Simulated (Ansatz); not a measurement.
Ligands exchanged one at a time, B Br-SH. Isolated molecules, 0 K electronic values unless said otherwise. One relaxed conformer stands for each flexible species; it need not be the lowest. Strings in code marks are SMILES.

Quantity: vertical ionisation energy (energy after one electron is removed minus that of the parent at the parent's geometry), in eV.

Case: `SB(S)S`. Geometry of `SB(S)S` (neutral, multiplicity 1, Å):

```xyz
7

S      1.4564    -0.8520     0.6415
B      0.0001     0.0000    -0.0003
S     -1.4539    -0.9473    -0.4972
S     -0.0021     1.7992    -0.1452
H      2.2196     0.2348     0.8559
H     -0.9764    -2.1718    -0.2103
H     -1.2437     1.9371    -0.6443
```

### Question
What vertical ionisation energy (energy after one electron is removed minus that of the parent at the parent's geometry) does HF/cc-pVTZ // r2SCAN-D4/def2-TZVP (Ansatz, a program for electronic structure) give?

### Answer
9.06 eV.
